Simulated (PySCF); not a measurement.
C6H6B2.
Atom-mapped SMILES: `[CH:1]#[C:2][B:3]1[CH:4]=[CH:5][BH:6][CH:7]=[CH:8]1` (hydrogens: H9 on C1; H10 on C4; H11 on C5; H12 on B6; H13 on C7; H14 on C8)

Structure used (GFN2-xTB), in Å, numbered top down from 1:
```
atom  x, y, z in Å
C1     3.4781   -0.0562    0.0198
C2     2.2715   -0.0372    0.0270
B3     0.7670   -0.0129    0.0435
C4    -0.0082    1.3397    0.0012
C5    -1.3519    1.3540   -0.0804
B6    -2.1584    0.0342    0.0563
C7    -1.3948   -1.3083   -0.1036
C8    -0.0519   -1.3389   -0.0128
H9     4.5305   -0.0723    0.0168
H10    0.5341    2.2815   -0.0084
H11   -1.8606    2.3118   -0.1522
H12   -3.2818    0.0490    0.3938
H13   -1.9345   -2.2475   -0.1940
H14    0.4603   -2.2973   -0.0289
```

PySCF closed-shell single points with density fitting, gas phase. The input was altered on purpose; the results of an altered input aren't properties of the species above.

**Question.** What comes out at PW91/pcSseg-1 with: at most 71 cycles, bond C1–C2 scaled by 0.5?

**Answer.** E = -278.8983 Eh; HOMO -5.72 eV, LUMO -4.49 eV (gap 1.23 eV), in 17 cycles. The distance C1···C2 goes from 1.207 to 0.603 Å, the nuclear repulsion from 262.75 to 271.48 Eh. Only C2 was moved, along that bond; its nearest neighbour is now C1 at 0.603 Å.

Coordinates of the altered input:
```
atom  x, y, z in Å
C1     3.4781   -0.0562    0.0198
C2     2.8748   -0.0467    0.0234
B3     0.7670   -0.0129    0.0435
C4    -0.0082    1.3397    0.0012
C5    -1.3519    1.3540   -0.0804
B6    -2.1584    0.0342    0.0563
C7    -1.3948   -1.3083   -0.1036
C8    -0.0519   -1.3389   -0.0128
H9     4.5305   -0.0723    0.0168
H10    0.5341    2.2815   -0.0084
H11   -1.8606    2.3118   -0.1522
H12   -3.2818    0.0490    0.3938
H13   -1.9345   -2.2475   -0.1940
H14    0.4603   -2.2973   -0.0289
```

The SCF part of the output:
```
final grid: 121896 points
cycle   1  E = -277.9160058616  dE =  3.489e+00  |g| = 2.209e+00  |ddm| = 7.801e+00
cycle   2  E = -263.6682556805  dE =  1.425e+01  |g| = 3.949e+00  |ddm| = 6.360e+00
cycle   3  E = -261.8510283023  dE =  1.817e+00  |g| = 5.600e+00  |ddm| = 3.104e+01
cycle   4  E = -278.0836030936  dE = -1.623e+01  |g| = 1.583e+00  |ddm| = 2.293e+01
cycle   5  E = -278.4678653465  dE = -3.843e-01  |g| = 1.152e+00  |ddm| = 2.439e+00
cycle   6  E = -278.6312757599  dE = -1.634e-01  |g| = 9.466e-01  |ddm| = 5.917e+00
cycle   7  E = -278.7247667251  dE = -9.349e-02  |g| = 7.315e-01  |ddm| = 4.709e+00
cycle   8  E = -278.8905221420  dE = -1.658e-01  |g| = 1.715e-01  |ddm| = 9.784e-01
cycle   9  E = -278.8975982298  dE = -7.076e-03  |g| = 4.815e-02  |ddm| = 7.214e-01
cycle  10  E = -278.8982632401  dE = -6.650e-04  |g| = 8.582e-03  |ddm| = 1.057e-01
cycle  11  E = -278.8982792189  dE = -1.598e-05  |g| = 3.593e-03  |ddm| = 4.332e-02
cycle  12  E = -278.8982817080  dE = -2.489e-06  |g| = 2.127e-03  |ddm| = 5.764e-03
cycle  13  E = -278.8982829116  dE = -1.204e-06  |g| = 5.677e-04  |ddm| = 2.250e-03
cycle  14  E = -278.8982829950  dE = -8.342e-08  |g| = 1.303e-04  |ddm| = 1.243e-03
cycle  15  E = -278.8982829982  dE = -3.190e-09  |g| = 8.269e-05  |ddm| = 2.603e-04
cycle  16  E = -278.8982829995  dE = -1.312e-09  |g| = 3.816e-05  |ddm| = 1.619e-04
cycle  17  E = -278.8982829997  dE = -1.920e-10  |g| = 2.448e-05  |ddm| = 1.218e-04
converged SCF energy = -278.8982829997
```
